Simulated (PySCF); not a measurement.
## Electron correlation in Cu²⁺ (copper, charge +2)

[Ar] 3d8 4s1, high-spin 4F determinant (an excited configuration). All numbers are calculated (PySCF 2.14, the non-relativistic Hamiltonian (point nucleus), in def2-TZVPPD (6s6p4d2f1g, 67 functions)). Frozen: [Ar]; 9 electrons correlated.

MP2 pair energies summed by pair of shells (mhartree):

| pair | energy | share (%) |
| --- | --- | --- |
| 3d-3d | -226.71 | 91.8 |
| 3d-4s | -20.26 | 8.2 |

Total MP2 correlation energy: -246.97 mhartree.

Same-spin part -97.18 and opposite-spin part -149.78 mhartree; SCS-MP2 scales them by 1/3 and 6/5 to -212.13 mhartree.
